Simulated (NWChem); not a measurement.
Molecule: AlH2S2F; SMILES [F][Al]([SH])[SH]

```xyz
6

Al    -0.3684    -0.0002     0.0018
F     -2.0270     0.1032     0.0031
S      0.7894     1.8377     0.0072
H     -0.3220     2.6085     0.0107
S      0.5431    -1.9676    -0.0052
H      1.7957    -1.4570    -0.0039
```
Atoms are numbered in this order, from 1.

All runs: NWChem. Pople sets run with spherical d functions. Coordinates come from a PBE0/def2-SVP optimisation. Vzz is the largest principal value of the second derivative of the potential at the nucleus (NWChem prints the opposite sign); η is the asymmetry. Non-relativistic.

```
level              Vzz Al1 (a.u.)  η Al1  Vzz S3 (a.u.)        η S3  Vzz S5 (a.u.)        η S5
-----------------  --------------  -----  -------------  ----------  -------------  ----------
CAM-B3LYP/6-31G*       (withheld)   0.04          1.664  (withheld)          1.692  (withheld)
CAM-B3LYP/cc-pVTZ           0.946   0.07          1.655        0.81          1.685        0.81
B3LYP/def2-SVP              0.659   0.05          1.703        0.84          1.733        0.84
B3LYP/cc-pVTZ               0.902   0.05          1.630        0.81          1.657        0.82
```

Task: Some entries are withheld; supply them.

Result: 
- CAM-B3LYP/6-31G*, Vzz Al1 (a.u.): 0.667
- CAM-B3LYP/6-31G*, η S3: 0.90
- CAM-B3LYP/6-31G*, η S5: 0.91
